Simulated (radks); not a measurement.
The numbers below are computed, except where a source is named.
The barium ion Ba41+, 15 electrons, occupied as [Ne] 3s2 3p3 (the NIST ground configuration). Code: a radial shooting solver on a logarithmic mesh with Libxc functionals. Model: non-relativistic Kohn-Sham, LDA (Slater exchange, Perdew-Wang correlation), spin-unpolarised, spherical densities, point nucleus; relativity is left out, which matters for an element this heavy.

Normalised radial functions P(r) = r R(r), r in bohr:

r,1s,3p
0.002148,1.5802,0.0099
0.002982,2.0937,0.0185
0.00414,2.7242,0.0346
0.005747,3.4567,0.0637
0.007978,4.2364,0.1153
0.01107,4.9477,0.2035
0.01537,5.4055,0.3468
0.02134,5.3853,0.5626
0.02963,4.7228,0.8500
0.04113,3.4729,1.1550
0.05709,2.0027,1.3259
0.07925,0.8258,1.1070
0.11,0.2144,0.2756
0.1527,0.0294,-1.0265
0.212,0.0017,-2.0606
0.2943,0.0000,-2.0097
0.4086,0.0000,-1.0664
0.5672,0.0000,-0.2736
0.7873,0.0000,-0.0270

1s: eigenvalue -38041 eV, 0 radial nodes, <r> = 0.0271 bohr, 90 % of the charge inside 0.0482 bohr. 3p: eigenvalue -3016.9 eV, 1 radial node at r = 0.119 bohr, <r> = 0.261 bohr, 90 % of the charge inside 0.386 bohr.
